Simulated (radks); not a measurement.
The numbers below are computed, except where a source is named.
Effect of the nuclear size on the bismuth ion Bi2+, [Hg] 6p1. Level of theory: Dirac Kohn-Sham, PBE, spin-unpolarised, spherical densities, finite nucleus; open shells fill j = l - 1/2 first; Fermi nuclear charge, rms radius 5.5211 fm (a radial shooting solver on a logarithmic mesh with Libxc functionals). The rms radius is varied about that value; shifts are against it.

\begin{tabular}{lrrrrrrrrr}
rms radius (fm) & total energy shift (eV) & density at nucleus (e/bohr^3) & 1s1/2 shift (meV) & 2s1/2 shift (meV) & 5s1/2 shift (meV) & 5p1/2 shift (meV) & 6s1/2 shift (meV) & 6p1/2 shift (meV) & 7s1/2 (empty) shift (meV) \\ \hline
4.5604 & -46.7 & 3.234e+06 & -18600 & -2850 & -35.0 & 0.673 & -4.40 & 0.610 & -0.856 \\
5.234 & -14.5 & 3.041e+06 & -5750 & -883 & -10.9 & 0.207 & -1.36 & 0.189 & -0.265 \\
5.5211 & 0 & 2.969e+06 & 0.000 & 0.000 & 0.000 & 0.000 & 0.000 & 0.000 & 0.000 \\
5.6978 & 9.13 & 2.928e+06 & 3620 & 556 & 6.84 & -0.130 & 0.859 & -0.119 & 0.167 \\
6.2388 & 38.0 & 2.811e+06 & 15100 & 2320 & 28.5 & -0.539 & 3.58 & -0.496 & 0.697 \\
\end{tabular}

Slopes of the eigenvalues against <r^2> in GHz/fm^2, as finite differences over the two radii next to the reference (eigenvalue slopes, not the field-shift constants of lines): 1s1/2 447000, 2s1/2 68600, 5s1/2 844, 5p1/2 -16.1, 6s1/2 106, 6p1/2 -14.7, 7s1/2 (empty) 20.6.
